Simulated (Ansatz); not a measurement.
Relaxation of FH₅O₃Zr (10 atoms, charge 0, multiplicity 1), to a largest force component of 0.03 eV/Å in at most 50 steps.

Computed with RKS PBE0-D4/def2-SVP (Ansatz 0.2.0).

```xyz
10
Properties=species:S:1:pos:R:3:forces:R:3
Zr 0.369 0.064 -0.244 -0.24 -0.13 -0.12
F -0.954 0.795 2.547 -0.28 -0.09 -0.10
O 1.721 -0.206 -1.571 0.01 -0.01 0.00
H 2.272 -0.514 -2.288 0.00 0.01 0.00
O -0.911 1.360 -0.823 -0.01 0.02 -0.01
H -1.593 1.916 -1.195 0.00 0.00 0.01
O -0.344 -1.613 0.342 -0.01 0.01 0.00
H -0.954 -2.298 0.616 0.02 0.00 -0.01
H 1.301 0.806 1.187 0.02 0.16 0.40
H -0.051 0.976 2.442 0.49 0.04 -0.18
```

Task: Where does it end, and by what steps?

Result: The run converged. The force dipped under the threshold on the way, but the program's further checks kept it going. After 46 steps the energy has fallen by 1.814 eV; H10 moved furthest, 3.17 Å. Parted: Zr1–H9 (1.86 → 3.64 Å), F2–H10 (0.93 → 4.33 Å). Joined: Zr1–F2 (3.17 → 1.92 Å), H9–H10 (1.85 → 0.76 Å).

```
step  energy less start (eV)  largest force component (eV/Å)  accepted
   0                  0.0000                           0.488       yes
   2                 -0.1004                           0.751       yes
   4                 -0.1971                           0.449       yes
   6                 -0.2707                           0.298       yes
   8                 -0.3238                           0.788       yes
  10                 -0.4772                           1.638       yes
  12                 -0.9553                           1.989       yes
  14                 -1.4367                           0.436       yes
  16                 -1.6043                           0.980       yes
  18                 -1.7012                           0.965       yes
  20                 -1.7860                           0.272       yes
  22                 -1.7960                           0.122       yes
  24                 -1.7993                           0.034       yes
  26                 -1.8007                           0.081       yes
  28                 -1.8036                           0.142       yes
  30                 -1.8065                           0.122       yes
  32                 -1.8084                           0.027       yes
  34                 -1.8087                           0.031       yes
  36                 -1.8089                           0.037       yes
  38                 -1.8095                           0.114       yes
  40                 -1.8104                           0.032       yes
  42                 -1.8119                           0.074       yes
  44                 -1.8129                           0.152       yes
  46                 -1.8135                           0.013       yes
```

```xyz
10
Properties=species:S:1:pos:R:3
Zr -0.678 0.269 -0.036
F -1.155 1.178 1.587
O 1.150 0.692 -0.458
H 2.013 0.868 -0.828
O -1.837 0.869 -1.441
H -2.402 1.094 -2.178
O -0.878 -1.620 0.231
H -0.931 -2.571 0.295
H 2.557 0.314 1.623
H 3.016 0.195 2.219
```

Run time: 2.6 min on 2 threads of Arm Neoverse V2, on a shared host, peak memory 0.25 GiB.
